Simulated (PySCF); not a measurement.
PySCF job for (E)-1-bromo-1-chloroprop-1-ene (C3H4BrCl), SMILES C/C=C(\Cl)Br, TPSSh-D3(BJ)/def2-SVP. Coordinates come from a TPSSh-D3(BJ)/def2-SVP optimisation.

```python
import numpy as np
from pyscf import gto, scf, dft, df
from pyscf.hessian import thermo

mol = gto.M(
    atom='''
    C    -1.09441181   -2.70071305    0.00000000
    C    -1.12591216   -1.20513146   -0.00000001
    C    -0.05709526   -0.39630722    0.00000000
    Cl    1.58408466   -0.96582322   -0.00000000
    Br   -0.22454093    1.49196757    0.00000000
    H    -1.61881840   -3.09547359   -0.88660829
    H    -0.06515184   -3.08265267    0.00000000
    H    -1.61881840   -3.09547358    0.88660829
    H    -2.10320266   -0.71335982    0.00000000
    ''',
    basis='def2-SVP',
    charge=0,
    spin=0,
    max_memory=1600,
    verbose=3,
)
mf = dft.RKS(mol, xc='tpssh').density_fit(auxbasis='def2-universal-jkfit')
mf.disp = 'd3bj'
mf.grids.level = 4
mf.conv_tol = 1e-11
mf.max_cycle = 100
mf.kernel()

# [left out here: the lines that compute and print the analytic Hessian (its translational invariance restored by hand, since the grid's response is missing), thermochemistry and intensities]
```

Output:

```
converged SCF energy = -3150.47152010719

WARN: MGGA Hessian is sensitive to dft grids. grids.level 4 may not be dense enough.


WARN: DFTD3 does not support analytical Hessian, using finite difference


WARN: Mole.unit (angstrom) is changed to Bohr

Mode                                 0                   1                   2
Irrep
Freq [cm^-1]                      123.0369            199.9929            207.7725
Reduced mass [au]                   1.0340              2.9159              4.2611
Force const [Dyne/A]                0.0092              0.0687              0.1084
Char temp [K]                     177.0227            287.7452            298.9384
Normal mode                   x     y     z       x     y     z       x     y     z
       0   C                -0.00  0.00 -0.02    0.00 -0.00 -0.12   -0.16  0.04 -0.00
       1   C                 0.00  0.00 -0.02   -0.00 -0.00  0.17    0.03  0.04  0.00
       2   C                 0.00 -0.00 -0.01   -0.00  0.00  0.12    0.07 -0.01  0.00
       3  Cl                 0.00 -0.00  0.02   -0.00 -0.00  0.00    0.09  0.03  0.00
       4  Br                -0.00 -0.00 -0.00    0.00  0.00 -0.02   -0.02 -0.03 -0.00
       5   H                -0.49 -0.01  0.28   -0.01  0.21 -0.20   -0.21  0.11  0.00
       6   H                -0.00 -0.00 -0.57    0.00  0.00 -0.22   -0.21 -0.10 -0.00
       7   H                 0.49  0.01  0.28    0.01 -0.21 -0.20   -0.21  0.11 -0.00
       8   H                 0.00  0.00  0.00   -0.00 -0.00  0.26    0.08  0.13  0.00
Mode                                 3                   4                   5
Irrep
Freq [cm^-1]                      237.7782            362.9146            461.6580
Reduced mass [au]                  20.9850              5.1066              5.4447
Force const [Dyne/A]                0.6990              0.3963              0.6837
Char temp [K]                     342.1098            522.1533            664.2231
Normal mode                   x     y     z       x     y     z       x     y     z
       0   C                -0.05 -0.04  0.00    0.07  0.15  0.00   -0.00 -0.00  0.00
       1   C                -0.06 -0.04 -0.00   -0.03  0.12 -0.00   -0.00 -0.00 -0.10
       2   C                -0.07 -0.02 -0.00    0.01  0.05  0.00    0.00 -0.00  0.24
       3  Cl                -0.03  0.12 -0.00   -0.02  0.00 -0.00    0.00  0.00 -0.03
       4  Br                 0.04 -0.04  0.00   -0.00 -0.06 -0.00   -0.00  0.00 -0.01
       5   H                -0.04 -0.05 -0.00    0.12  0.10 -0.00   -0.01 -0.10  0.06
       6   H                -0.04 -0.03  0.00    0.11  0.26 -0.00   -0.00 -0.00  0.05
       7   H                -0.04 -0.05  0.00    0.12  0.10  0.00    0.01  0.10  0.06
       8   H                -0.06 -0.04 -0.00   -0.02  0.13 -0.00   -0.00  0.00 -0.28
Mode                                 6                   7                   8
Irrep
Freq [cm^-1]                      584.1518            826.4693            828.4078
Reduced mass [au]                   4.8126              1.1262              4.7339
Force const [Dyne/A]                0.9676              0.4532              1.9141
Char temp [K]                     840.4644           1189.1054           1191.8943
Normal mode                   x     y     z       x     y     z       x     y     z
       0   C                -0.00  0.01 -0.00    0.00 -0.00  0.04   -0.01  0.03  0.00
       1   C                -0.18  0.01  0.00    0.00 -0.00  0.08   -0.02  0.00  0.00
       2   C                -0.10 -0.06 -0.00   -0.00  0.00 -0.03    0.13 -0.21 -0.00
       3  Cl                 0.09 -0.01  0.00    0.00 -0.00 -0.01   -0.04  0.02 -0.00
       4  Br                -0.00  0.01  0.00    0.00 -0.00  0.00   -0.00  0.01  0.00
       5   H                 0.11 -0.12 -0.01   -0.01  0.25 -0.07    0.09 -0.08 -0.01
       6   H                 0.09  0.26 -0.00   -0.00 -0.00 -0.11    0.06  0.22 -0.00
       7   H                 0.11 -0.12  0.01    0.01 -0.25 -0.07    0.09 -0.08  0.01
       8   H                -0.17  0.02  0.00   -0.00 -0.00 -0.86    0.10  0.23 -0.00
Mode                                 9                  10                  11
Irrep
Freq [cm^-1]                      970.8834           1045.6689           1125.9813
Reduced mass [au]                   1.9374              1.4926              2.4328
Force const [Dyne/A]                1.0760              0.9616              1.8172
Char temp [K]                    1396.8851           1504.4847           1620.0364
Normal mode                   x     y     z       x     y     z       x     y     z
       0   C                 0.08  0.13  0.00   -0.00  0.00 -0.12    0.09 -0.09 -0.00
       1   C                -0.01 -0.08 -0.00    0.00 -0.00  0.12   -0.10  0.15  0.00
       2   C                -0.05 -0.11  0.00   -0.00 -0.00 -0.02    0.06 -0.03 -0.00
       3  Cl                 0.01  0.00 -0.00   -0.00  0.00 -0.00   -0.00  0.00  0.00
       4  Br                 0.00  0.01  0.00   -0.00  0.00 -0.00   -0.00 -0.00  0.00
       5   H                -0.16  0.35  0.04   -0.06 -0.48  0.14   -0.13  0.05  0.06
       6   H                -0.06 -0.22 -0.00    0.00  0.00  0.26   -0.07 -0.53  0.00
       7   H                -0.16  0.35 -0.04    0.06  0.48  0.14   -0.13  0.05 -0.06
       8   H                -0.12 -0.32  0.00    0.00 -0.00 -0.26   -0.13  0.09 -0.00
Mode                                12                  13                  14
Irrep
Freq [cm^-1]                     1289.1669           1399.2133           1468.4945
Reduced mass [au]                   1.2468              1.2712              1.0616
Force const [Dyne/A]                1.2208              1.4664              1.3489
Char temp [K]                    1854.8241           2013.1564           2112.8366
Normal mode                   x     y     z       x     y     z       x     y     z
       0   C                 0.05 -0.02  0.00   -0.01 -0.13 -0.00   -0.05  0.02  0.00
       1   C                 0.01 -0.04 -0.00   -0.01  0.03 -0.00    0.01  0.02  0.00
       2   C                -0.11 -0.02  0.00    0.02  0.00  0.00   -0.03 -0.02 -0.00
       3  Cl                 0.01 -0.00 -0.00   -0.00  0.00 -0.00    0.00 -0.00 -0.00
       4  Br                 0.00  0.00 -0.00   -0.00 -0.00 -0.00    0.00  0.00  0.00
       5   H                -0.08  0.14  0.01   -0.03  0.47 -0.24    0.48  0.11 -0.34
       6   H                 0.03 -0.07 -0.00    0.19  0.42  0.00   -0.19 -0.41 -0.00
       7   H                -0.08  0.14 -0.01   -0.03  0.47  0.24    0.48  0.11  0.34
       8   H                 0.41  0.75  0.00   -0.06 -0.07  0.00    0.01  0.03 -0.00
Mode                                15                  16                  17
Irrep
Freq [cm^-1]                     1475.7343           1688.9648           3028.2744
Reduced mass [au]                   1.0441              7.2214              1.0381
Force const [Dyne/A]                1.3397             12.1371              5.6087
Char temp [K]                    2123.2531           2430.0444           4357.0126
Normal mode                   x     y     z       x     y     z       x     y     z
       0   C                -0.00  0.00 -0.05    0.01  0.03 -0.00    0.02  0.05 -0.00
       1   C                 0.00  0.00 -0.02   -0.14 -0.15  0.00   -0.00  0.00 -0.00
       2   C                -0.00 -0.00  0.00    0.14  0.11 -0.00   -0.00 -0.00  0.00
       3  Cl                 0.00 -0.00 -0.00   -0.00  0.00  0.00    0.00 -0.00 -0.00
       4  Br                -0.00  0.00  0.00   -0.00 -0.00  0.00    0.00  0.00 -0.00
       5   H                -0.37  0.30  0.05    0.04  0.08 -0.04   -0.30 -0.22 -0.52
       6   H                -0.00 -0.00  0.71   -0.03 -0.08  0.00    0.37 -0.13 -0.00
       7   H                 0.37 -0.30  0.05    0.04  0.08  0.04   -0.30 -0.22  0.52
       8   H                 0.00  0.00  0.03   -0.00  0.18 -0.00    0.01 -0.00 -0.00
Mode                                18                  19                  20
Irrep
Freq [cm^-1]                     3094.3806           3152.3036           3179.0097
Reduced mass [au]                   1.1014              1.1007              1.0908
Force const [Dyne/A]                6.2135              6.4446              6.4950
Char temp [K]                    4452.1248           4535.4630           4573.8872
Normal mode                   x     y     z       x     y     z       x     y     z
       0   C                 0.00 -0.00 -0.09   -0.08  0.01 -0.00   -0.02  0.00  0.00
       1   C                -0.00  0.00 -0.00    0.02 -0.01  0.00   -0.07  0.03 -0.00
       2   C                -0.00  0.00 -0.00   -0.00 -0.00 -0.00    0.00  0.00  0.00
       3  Cl                 0.00 -0.00 -0.00   -0.00 -0.00  0.00    0.00 -0.00 -0.00
       4  Br                 0.00 -0.00 -0.00   -0.00  0.00  0.00    0.00 -0.00 -0.00
       5   H                 0.33  0.24  0.53    0.11  0.09  0.21    0.03  0.03  0.06
       6   H                -0.00  0.00 -0.02    0.80 -0.29 -0.00    0.20 -0.07  0.00
       7   H                -0.33 -0.24  0.53    0.11  0.09 -0.21    0.03  0.03 -0.06
       8   H                 0.00 -0.00  0.00   -0.21  0.10  0.00    0.83 -0.41 -0.00
temperature 298.1500 [K]
pressure 101325.00 [Pa]
Rotational constants [GHz] 3.82081 1.45686 1.06173
Symmetry number 1
Zero-point energy (ZPE) 0.06094 [Eh]   160002.073 [J/mol]
                           tot       elec      trans        rot        vib
Entropy [J/mol/K]       341.108      0.000    171.680    118.776     50.652
Cv [J/mol/K]             83.543      0.000     12.472     12.472     58.600
Cp [J/mol/K]             91.857      0.000     20.786     12.472     58.600
Internal energy [J/mol]                      3718.434   3718.434 168780.698
Internal energy [Eh]   -3150.40440  -3150.47152
Enthalpy [J/mol]                             6197.391   3718.434 168780.698
Enthalpy [Eh]          -3150.40346
Gibbs free energy [J/mol]                  -44988.859 -31694.712 153678.874
Gibbs free energy [Eh] -3150.44219
static polarisability / bohr^3: [[63.502  6.159  0.   ]
 [ 6.169 79.127  0.   ]
 [-0.    -0.    34.344]]
largest difference of analytic and finite-field dipole derivatives / e: 0.001214279685936459
mode   freq/cm-1   IR/(km/mol)   Raman/(A^4/amu)   depolarisation
   1      123.04         0.285             0.089            0.750
   2      199.99         1.116             0.353            0.750
   3      207.77         0.639             2.411            0.749
   4      237.78         0.091             3.728            0.727
   5      362.91         5.329             6.264            0.196
   6      461.66         1.984             2.251            0.750
   7      584.15         4.463             6.581            0.122
   8      826.47        13.639             3.963            0.750
   9      828.41       124.502             0.579            0.575
  10      970.88        36.192             1.199            0.518
  11     1045.67         0.251             1.268            0.750
  12     1125.98        18.646             2.325            0.494
  13     1289.17        13.674            13.315            0.358
  14     1399.21         0.158            14.744            0.466
  15     1468.49         5.974            40.577            0.596
  16     1475.73         6.688            15.503            0.750
  17     1688.96        20.026            31.472            0.192
  18     3028.27        23.364           255.964            0.073
  19     3094.38        10.787           138.049            0.750
  20     3152.30         4.300            66.732            0.730
  21     3179.01         2.797            65.446            0.185
max |gradient| / (hartree/bohr): 2.067277264277585e-05
APT charges: [ 0.0416 -0.137   0.613  -0.316  -0.2402 -0.0118  0.0241 -0.0118  0.038 ]
```

The run converged.
